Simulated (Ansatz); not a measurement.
BrNa, SMILES `[Na][Br]`, relaxed with RKS PBE0-D4/def2-TZVP in Ansatz 0.2.0 from a PBE-D4/def2-SVP geometry. The force threshold is 0.005 eV/Å; the program also tests the step.

Total charge 0; spin multiplicity 1.

Start:

```xyz
2

Na    1.107   -0.200    0.555
Br   -1.107    0.200   -0.555
```

**Question.** By how much does the energy fall, and how many steps does the optimiser take? (Best estimate.)

**Answer.** The calculation gave: 0.00 eV, in 1 steps.

**Question.** Which bonds change most? (Estimate.)

**Answer.** The calculation gave: Na1–Br2 from 2.509 to 2.507 Å.

**Question.** Give the relaxed structure. (Estimate.)

**Answer.** The calculation gave: 
```xyz
2

Na    1.107   -0.200    0.554
Br   -1.107    0.200   -0.554
```
